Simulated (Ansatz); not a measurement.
Geometry optimisation, Ansatz, RKS r2SCANh/def2-SVP.

The input (input.yaml):

```yaml
crystal:
  periodic: [false, false, false]
  atoms:
    - { symbol: Si, position_ang: [-0.197925, -0.185519, -0.420558] }
    - { symbol: F, position_ang: [-0.326795, 0.853225, 2.172431] }
    - { symbol: H, position_ang: [0.780377, -0.948709, 0.393706] }
    - { symbol: H, position_ang: [0.139397, 1.25906, -0.469736] }
    - { symbol: H, position_ang: [-0.15609, -0.717494, -1.818104] }
    - { symbol: O, position_ang: [-1.756164, -0.397674, 0.156411] }
    - { symbol: Al, position_ang: [-3.24493, -1.221439, 0.002986] }
    - { symbol: H, position_ang: [-3.401289, -2.336643, -1.105368] }
    - { symbol: H, position_ang: [-4.374293, -0.789082, 1.016701] }
    - { symbol: H, position_ang: [-1.218788, 0.746073, 1.95953] }
basis:
  gaussian: { orbitals: def2-SVP }
hamiltonian:
  xc: r2scanh
relax:
  f_tol: 0.03
  max_steps: 50
output:
  orbitals: {}
```

Run as:

```bash
$ ansatz run input.yaml --threads 4 --pin off --max-ram 5120MiB --backend cpu --events-out ev --progress --plain --runs-dir out
```

Task: Where does it end, and by what steps?

Result: The run converged. The force dipped under the threshold on the way, but the program's further checks kept it going. After 11 steps the energy has fallen by 0.139 eV; F2 moved furthest, 0.49 Å.

| step | energy less start (eV) | largest force component (eV/Å) | accepted |
| --- | --- | --- | --- |
| 0 | 0.0000 | 0.221 | yes |
| 1 | -0.0090 | 2.008 | yes |
| 2 | -0.0993 | 1.018 | yes |
| 3 | -0.0475 | 1.002 | no |
| 4 | -0.1313 | 0.142 | yes |
| 5 | -0.1341 | 0.098 | yes |
| 6 | -0.1374 | 0.029 | yes |
| 7 | -0.1384 | 0.051 | yes |
| 8 | -0.1375 | 0.104 | no |
| 9 | -0.1389 | 0.007 | yes |
| 10 | -0.1391 | 0.017 | yes |
| 11 | -0.1392 | 0.019 | yes |

```xyz
10
Properties=species:S:1:pos:R:3
Si -0.128 -0.227 -0.455
F -0.790 0.956 2.304
H 0.919 -0.843 0.399
H 0.144 1.218 -0.659
H -0.158 -0.918 -1.778
O -1.627 -0.413 0.276
Al -3.181 -1.129 0.084
H -3.453 -1.953 -1.233
H -4.194 -0.887 1.265
H -1.289 0.456 1.686
```

Whether the end is a true minimum wasn't checked by a vibrational analysis.

The run took 23 s on 4 threads of Arm Neoverse V1, with other jobs on the host, peak memory 0.22 GiB.
